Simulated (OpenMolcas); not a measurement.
## Cu3+: CASPT2 settings compared

```yaml
Program: OpenMolcas 26.06
Basis: ANO-R3 [7s5p5d3f2g1h]
Scalar_Hamiltonian: X2C, finite nucleus
Active_space: 8 electrons in 5 orbitals (3d)
State_averaging: 2S+1 = 3 even, 10 roots; 2S+1 = 1 even, 14 roots
Spin-orbit_coupling: state interaction with AMFI integrals over the reference wave functions, term energies averaged over their components
```

Methods on the same reference wave functions:
A. CASSCF
B. SS-CASPT2, IPEA 0.1 Eh, imaginary shift 0.4 Eh (closed shells correlated: none)
C. SS-CASPT2, IPEA 0.5 Eh, imaginary shift 0.15 Eh (closed shells correlated: 3s 3p)
D. XMS-CASPT2, IPEA 0.5 Eh, sigma1 regulariser 0.3 Eh (closed shells correlated: 2s 2p 3s 3p)

Energies in cm-1 above 3d8 3F4, the measured ground level; measured values from Sugar and Musgrove, J. Phys. Chem. Ref. Data 19, 527 (1990).

```json
{"Level": "3d8 3F4", "A": "0.0", "B": "0.0", "C": "0.0", "D": "0.0", "Measured": "0.0"}
{"Level": "3d8 3F3", "A": "1842", "B": "1844", "C": "1845", "D": "1845", "Measured": "1861"}
{"Level": "3d8 3F2", "A": "3085", "B": "3070", "C": "3050", "D": "3050", "Measured": "3078"}
{"Level": "3d8 1D2", "A": "19609", "B": "17200", "C": "15580", "D": "15780", "Measured": "16248"}
{"Level": "3d8 3P2", "A": "23796", "B": "20480", "C": "19990", "D": "19620", "Measured": "19697"}
{"Level": "3d8 3P1", "A": "24243", "B": "20740", "C": "20470", "D": "20020", "Measured": "20097"}
{"Level": "3d8 3P0", "A": "24696", "B": "21190", "C": "20930", "D": "20470", "Measured": "20423"}
{"Level": "3d8 1G4", "A": "30408", "B": "28100", "C": "26770", "D": "26840", "Measured": "26913"}
```

Deviations, from unrounded energies. A percentage is the sum of absolute deviations over the sum of measured energies, with the sign that they share, or ± where signs differ.

| Against measurement | Levels | A | B | C | D |
| --- | --- | --- | --- | --- | --- |
| mean absolute deviation (cm-1) | 7 | 2800 | 620 | 290 | 110 |
| fine structure of the ground term (%) | 2 | ±0.6 | -0.5 | -0.9 | -0.8 |
| other terms of the ground configuration (%) | 5 | +18.7 | +4.2 | ±1.9 | ±0.7 |

D lies closest to measurement on these levels and A furthest from it. The largest miss of D in the table is 3d8 1D2, by -470 cm-1. The ranking rests on the paired levels alone, and a cruder setting can come out closer through cancelling errors.

Among B to D the level of the table that moves most is 3d8 1D2, by 1600 cm-1 (lowest in C, highest in B). Moves below CASPT2's spread within the term are not significant.

The mean deviations of B to D differ by less than CASPT2's widest spread within a term (1300 cm-1), so their order carries little weight.

From A to B the spin-free energies of the other terms of 3d8 shown, above 3F, scale by factors of 0.84 to 0.92, as is usual when dynamic correlation screens the repulsion within a d or f shell.

The lowest spin-free term lies below A's lowest term by 0.280 hartree in B, 0.710 hartree in C, 0.855 hartree in D.

Term energies are means over components that CASPT2 splits; among the terms shown or strongly mixed into the levels shown the widest spread is 1300 cm-1 (3d8 1G, D). Without dynamic correlation excited terms often stand tens of per cent too high (terms of higher spin than the ground term too low), and those without a measured partner can miss by more than the paired ones (holds for A). Computed and measured levels are paired by configuration, term and J; levels that our copy of the source lacks, or whose pairing is in doubt (as where it misses far off the trend of its configuration), stay unpaired and out of the deviations. Only configurations of the active space appear.
